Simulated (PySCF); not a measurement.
Compound: C₃H₁₂B₂N₂O.
Cartesian coordinates in Å at the GFN2-xTB level; atoms count from 1:
```xyz
20
C3H12B2N2O angstrom
C     -2.963    1.390   -0.261
O     -1.616    1.015   -0.197
C     -1.424   -0.395   -0.264
B      0.129   -0.789   -0.170
C      0.534   -2.322   -0.152
N      1.054    0.253   -0.089
B      2.484    0.262   -0.008
N      3.149    1.482    0.077
H     -3.539    0.955    0.567
H     -3.424    1.073   -1.206
H     -2.998    2.477   -0.191
H     -1.862   -0.773   -1.204
H     -1.999   -0.875    0.546
H     -0.263   -2.973   -0.504
H      0.775   -2.631    0.864
H      1.418   -2.519   -0.751
H      0.623    1.170   -0.088
H      3.100   -0.731   -0.017
H      4.147    1.572    0.129
H      2.673    2.368    0.096
```

The closed-shell SCF was solved with PySCF and density fitting under several settings on one GFN2-xTB geometry (grid level 2 and gas phase unless stated).

| settings | basis functions | SCF cycles | E (Eh) | HOMO (eV) | LUMO (eV) | dipole (D) |
| --- | --- | --- | --- | --- | --- | --- |
| PBE0/pcSseg-1 | 196 | 14 | -355.6257 | -7.20 | 0.41 | 1.46 |
| PBE0/def2-SVPD | 259 | 14 | -355.4336 | -7.36 | 0.29 | 1.36 |

**Question.** Estimate the row for these settings: HSE06/pcSseg-1, IEF-PCM benzene, energy threshold 1e-06 Eh.

**Answer.** 
| settings | basis functions | SCF cycles | E (Eh) | HOMO (eV) | LUMO (eV) | dipole (D) |
| --- | --- | --- | --- | --- | --- | --- |
| HSE06/pcSseg-1, IEF-PCM benzene, energy threshold 1e-06 Eh | 196 | 8 | -355.6615 | -6.82 | 0.02 | 1.61 |

**Question.** Over all rows, what range does the HOMO–LUMO gap span?

**Answer.** From 6.84 eV (HSE06/pcSseg-1, IEF-PCM benzene, energy threshold 1e-06 Eh) to 7.65 eV (PBE0/def2-SVPD). The functional of the narrowest has 25 % exact exchange at short range alone, that of the widest 25 % exact exchange.

**Question.** And the dipole moment?

**Answer.** From 1.36 D (PBE0/def2-SVPD) to 1.61 D (HSE06/pcSseg-1, IEF-PCM benzene, energy threshold 1e-06 Eh); the largest is 1.18 times the smallest, and the median is 1.46 D.

**Question.** Compare two rows with the functional PBE0: PBE0/pcSseg-1 and PBE0/def2-SVPD. Which energy is lower, and by how much?

**Answer.** PBE0/pcSseg-1 (196 functions) lies 0.1921 Eh or 121 kcal/mol below PBE0/def2-SVPD (259 functions). The smaller set gives the lower energy; the two sets aren't nested, so the variational bound doesn't order them by size.

Whole jobs, the steps after the SCF included, on Arm Neoverse N1, one thread, shared host:

```tsv
settings	work after the SCF	wall time	peak memory
PBE0/pcSseg-1	shieldings, charges and field gradients, density and orbital grids written	65 s	0.81 GiB
PBE0/def2-SVPD	6 singlets by full TDDFT, 2 Tamm–Dancoff triplets, polarisability, density and orbital grids written	1.8 min	1.1 GiB
HSE06/pcSseg-1, IEF-PCM benzene, energy threshold 1e-06 Eh	shieldings	63 s	1.1 GiB
```

Cycle counts include a coarse-grid stage where the run had one. The species at its GFN2-xTB geometry (one conformer only).
